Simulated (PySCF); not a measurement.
Isomers of C3H15N2PSi2, mass 166.051 u with the commonest isotopes. Method used: PBE0/pcSseg-1 in PySCF (dipole) on a GFN2-xTB geometry, gas phase. One conformer each, none proved a minimum here; rigid rotors.

**Question.** Order these by rotational constant B, smallest first.
A. `[CH3:1][CH2:2][N:3]([SiH3:4])[Si@:5]([CH3:6])([NH2:7])[PH2:8]` with C1–C2–N3–Si4 81°, C2–N3–Si5–C6 -129°, N3–Si5–N7–H -172° and 50°, N3–Si5–P8–H -87° and -179°
B. `[CH3:1][NH:2][Si@@H:3]([PH2:4])[SiH2:5][N:6]([CH3:7])[CH3:8]` with C1–N2–Si3–P4 -169°, N2–Si3–P4–H 170° and -98°, N2–Si3–Si5–N6 -53°, Si3–Si5–N6–C7 161°
C. `[CH3:1][N:2]([CH3:3])[SiH2:4][N:5]([CH3:6])[SiH2:7][PH2:8]` with C1–N2–Si4–N5 59°, N2–Si4–N5–C6 -155°, Si4–N5–Si7–P8 -14°, N5–Si7–P8–H 73° and 165°

**Answer.** B (758.9 MHz), A (949.8 MHz), C (1096 MHz).

**Question.** Order these by out-of-plane moment Σ m c² = (Ia + Ib − Ic)/2, largest first.
A. `[CH3:1][N:2]([CH3:3])[SiH2:4][N:5]([CH3:6])[SiH2:7][PH2:8]` with C1–N2–Si4–N5 59°, N2–Si4–N5–C6 -155°, Si4–N5–Si7–P8 -14°, N5–Si7–P8–H 73° and 165°
B. `[CH3:1][CH2:2][N:3]([SiH3:4])[Si@:5]([CH3:6])([NH2:7])[PH2:8]` with C1–C2–N3–Si4 81°, C2–N3–Si5–C6 -129°, N3–Si5–N7–H -172° and 50°, N3–Si5–P8–H -87° and -179°
C. `[CH3:1][NH:2][Si@@H:3]([PH2:4])[SiH2:5][N:6]([CH3:7])[CH3:8]` with C1–N2–Si3–P4 -169°, N2–Si3–P4–H 170° and -98°, N2–Si3–Si5–N6 -53°, Si3–Si5–N6–C7 161°

**Answer.** C (108.33 u·Å²), B (96.02 u·Å²), A (65.76 u·Å²).

**Question.** Order these by radius of gyration √(Σ m r²/M), smallest first.
A. `[CH3:1][NH:2][Si@@H:3]([PH2:4])[SiH2:5][N:6]([CH3:7])[CH3:8]` with C1–N2–Si3–P4 -169°, N2–Si3–P4–H 170° and -98°, N2–Si3–Si5–N6 -53°, Si3–Si5–N6–C7 161°
B. `[CH3:1][CH2:2][N:3]([SiH3:4])[Si@:5]([CH3:6])([NH2:7])[PH2:8]` with C1–C2–N3–Si4 81°, C2–N3–Si5–C6 -129°, N3–Si5–N7–H -172° and 50°, N3–Si5–P8–H -87° and -179°
C. `[CH3:1][N:2]([CH3:3])[SiH2:4][N:5]([CH3:6])[SiH2:7][PH2:8]` with C1–N2–Si4–N5 59°, N2–Si4–N5–C6 -155°, Si4–N5–Si7–P8 -14°, N5–Si7–P8–H 73° and 165°

**Answer.** C (2.158 Å), B (2.196 Å), A (2.369 Å).

```
                 SMILES  point group  Ia (u·Å²)  Ib (u·Å²)  Ic (u·Å²)      κ  μa (D)  μb (D)  μc (D)
 CN(C)[SiH2]N(C)[SiH2]P           C1     378.12     461.04     707.64   0.23    0.11    1.06    0.16
CN[Si@@H](P)[SiH2]N(C)C           C1     374.03     665.92     823.29  -0.61    0.97    0.31    0.68
CCN([SiH3])[Si@](C)(N)P           C1     364.37     532.11     704.45  -0.31    0.04    1.52    0.24
```
